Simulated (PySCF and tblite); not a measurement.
Values are calculated unless marked as measured or tabulated.
# Dynamics report: rotation

System: C₅H₅BF₂, numbered as in [CH2:1]=[C:2]([B:3]([F:4])[F:5])[CH:6]1[CH:7]=[CH:8]1.

Motion: rotation about the B3–C2 bond (torsion F4–B3–C2–C1 from -180° to 0°, rising). Geometries: GFN2-xTB; energies: B3LYP/pcSseg-1 + D3(BJ); zero-point and thermal terms from GFN2-xTB harmonic modes (soft modes blended into free rotors). Rate constants are transition-state-theory values, counting equivalent paths, without tunnelling. Shieldings: GIAO at the same DFT level; methyl-like tops are averaged, other torsions stay as in the two minima; line shapes leave out couplings. Run with tblite and PySCF.

```
 point  symmetry  E(GFN2) kcal/mol  E(DFT) kcal/mol  ZPE change kcal/mol  lowest mode cm⁻¹  dipole D
 start        Cs               0.0              0.0                 0.00                32      2.61
saddle        Cs               4.0              6.0                -0.19               58i      2.38
   end        Cs               0.0              0.0                 0.00                32      2.61
```

```
Electronic barrier                                      : 6.0 kcal/mol
Barrier with zero-point energy                          : 5.8 kcal/mol
ΔH‡ (298 K)                                             : 5.4 kcal/mol
ΔS‡ (298 K, symmetry apart)                             : -1.9 cal/(mol K)
Paths                                                   : 2 equivalent paths
End point                                               : the same structure with atoms interchanged, or its mirror image
Mean lifetime of the start against this motion at 298 K : 1.9 ns
Cost                                                    : 31 s on 1 thread of INTEL XEON PLATINUM 8581C @ 2.30GHz, on a host shared with other jobs (rough), peak memory 0.82 GiB, launched as `OMP_NUM_THREADS=1 python ens_run.py task.json out`
```

| T/K | ΔG‡ kcal/mol | k s⁻¹ |
| --- | --- | --- |
| 150 | 5.8 | 1.8×10⁴ |
| 200 | 5.9 | 3.1×10⁶ |
| 250 | 5.9 | 6.9×10⁷ |
| 298 | 6.0 | 5.2×10⁸ |
| 350 | 6.0 | 2.4×10⁹ |
| 400 | 6.1 | 7.6×10⁹ |
| 500 | 6.3 | 3.7×10¹⁰ |

ΔG and ΔG‡ leave out symmetry numbers and mirror images; rates count paths: 2 out.

Sites that the motion interchanges:

```json
{"nucleus": "¹⁹F", "site": "F4", "ppm": "-92.3", "scale": "δ against CFCl3"}
{"nucleus": "¹⁹F", "site": "F5", "ppm": "-95.2", "scale": "δ against CFCl3"}
```

| nucleus | sites | ¹H MHz | spread Hz | coalescence K | k there s⁻¹ |
| --- | --- | --- | --- | --- | --- |
| ¹⁹F | F4 / F5 | 200 | 556 | 132 | 1250 |
| ¹⁹F | F4 / F5 | 500 | 1391 | 138 | 3130 |
| ¹⁹F | F4 / F5 | 900 | 2503 | 142 | 5580 |

Coalescence temperatures outside 150 to 500 K extrapolate the thermal terms and ignore freezing or boiling of a solvent.

Unscaled ¹⁹F shifts at such levels can be off by tens of ppm; differences are more reliable.
